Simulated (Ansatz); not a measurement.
Reaction (formal hydrolysis of the In–Br bond): `O[CH2][InH][Br]` + H₂O → `O[CH2][InH][OH]` + HBr

Isolated molecules relaxed with PBE0-D4/def2-TZVP in Ansatz; ΔE leaves out vibrations. CCSD(T)/CBS adds triple-zeta CCSD(T) − MP2 to the extrapolated MP2 energy (def2 sets, frozen cores). This one scheme is used for every species. Functionals use def2-TZVPP. B3LYP here is the variant with VWN-RPA as its local correlation; programs differ in this. HSE06 is defined as in plane-wave codes. Elements past krypton have def2 core potentials. For Br, In outer-core shells are correlated without core-valence functions, which leaves a few kJ/mol of doubt a bond. Scalar relativity is left out up to krypton. One conformer a species, not always the lowest.

`O[CH2][InH][Br]`:

Z-matrix (Å, degrees):
```
C
In 1 2.172
O 1 1.400 2 111.0
H 1 1.091 2 109.8 3 -119.4
H 1 1.099 2 107.7 3 123.7
Br 2 2.524 1 100.3 3 -28.0
H 2 1.706 1 147.1 3 153.0
H 3 0.966 1 109.3 2 41.5
```

H₂O:

Cartesian coordinates in Å:
```
O 0.337 -0.062 -0.185
H 0.202 0.408 0.641
H -0.539 -0.346 -0.456
```

`O[CH2][InH][OH]`:

Z-matrix (Å, degrees):
```
C
In 1 2.160
O 1 1.403 2 108.1
H 1 1.099 2 108.4 3 121.8
H 1 1.093 2 111.5 3 -120.2
O 2 2.019 1 91.8 3 -17.8
H 2 1.705 1 152.3 3 163.8
H 3 0.969 1 109.0 2 23.2
H 6 0.957 2 120.2 1 177.9
```

HBr:

Cartesian coordinates in Å:
```
Br -0.233 -0.031 0.670
H 0.233 0.031 -0.670
```

```tsv
level	ΔE (kcal/mol)	difference from CCSD(T)/CBS
PBE-D4	25.4	-0.9
revPBE-D4	25.4	-0.9
BLYP-D4	23.9	-2.4
r2SCAN-D4	25.9	-0.4
B97M-V	25.2	-1.1
PBE0-D4	27.9	1.6
B3LYP-D4	26.0	-0.3
r2SCANh-D4	26.8	0.5
r2SCAN0-D4	28.0	1.7
HSE06-D4	28.0	1.7
BHLYP-D4	28.7	2.4
CAM-B3LYP-D4	24.8	-1.5
ωB97X-V	25.7	-0.6
ωB97M-V	26.2	-0.1
PBE-QIDH	27.9	1.6
PBE	25.0	-1.3
revPBE	25.6	-0.7
BLYP	23.4	-2.9
r2SCAN	25.9	-0.4
PBE0	27.5	1.2
r2SCANh	26.7	0.4
HSE06	27.7	1.4
BHLYP	27.6	1.3
CAM-B3LYP	24.3	-2.0
LC-ωPBE	25.2	-1.1
RPA@PBE/def2-TZVPP	23.5	-2.8
HF/def2-SVP	30.8	4.5
MP2/def2-SVP	25.7	-0.6
CCSD/def2-SVP	25.6	-0.7
HF/def2-TZVPP	31.2	4.9
MP2/def2-TZVPP	26.0	-0.3
SCS-MP2/def2-TZVPP	25.4	-0.9
CCSD/def2-TZVPP	26.1	-0.2
CCSD(T)/def2-TZVPP	25.4	-0.9
HF/def2-QZVPP	30.9	4.6
MP2/def2-QZVPP	26.4	0.1
SCS-MP2/def2-QZVPP	25.8	-0.5
HF/CBS(def2)	30.8	4.5
MP2/CBS(def2)	26.9	0.6
CCSD/CBS(def2)	27.0	0.7
CCSD(T)/CBS	26.3	0
```

Largest T1 diagnostic among the species: 0.015.

From BLYP to BHLYP (50 % exact exchange), in def2-TZVPP and without D4, ΔE moves by +4.2 kcal/mol. At CCSD(T), def2-SVP lies −1.4 kcal/mol from the extrapolated value and def2-TZVPP −0.9 kcal/mol. In def2-TZVPP, CCSD(T) changes the Hartree–Fock value by −5.8 kcal/mol (the triples alone add −0.7 kcal/mol) and MP2 by −5.2 kcal/mol.

CCSD(T)/CBS has its own doubt, a few kJ/mol and more with outer-core shells, so smaller differences from it don't rank the levels.
